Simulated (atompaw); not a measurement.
**Te: PAW (atompaw) pseudisation with PBE, scalar-relativistic reference atom.**

tellurium (Te), PAW, made with atompaw 4.2.0.5 (PBE, scalar-relativistic). Core [Kr] 4d10, reference 5s2 5p3 (charge +1). Waves: 5s (bound): rc 2.10 bohr; 5s channel at -1.35 Ry: rc 2.10 bohr; 5p (bound): rc 2.10 bohr; 5p channel at -0.45 Ry: rc 2.05 bohr. Local part: troulliermartins scheme with l = 2 at 0 Ry, radius 2.05 bohr. Core correction: smooth core density matched at 1.20 bohr. Augmentation charge: sinc compensation charge, radius 1.50 bohr; PAW radius 2.10 bohr; waves and projectors: custom polynom2 7 10 vanderbiltortho.

All-electron outer shells of the reference configuration (PBE, scalar-relativistic, ld1.x):

```tsv
shell	level (eV)	outermost node (bohr)	outermost maximum (bohr)
5s	-23.44	0.91	1.77
5p	-13.68	1.00	2.11
```

(1) Does this generation succeed?

Answers

(1) No. atompaw 4.2.0.5 stopped with "atompaw: The overlap operator has at least one negative eigenvalue!": the overlap operator built from these waves and projectors is not positive definite.
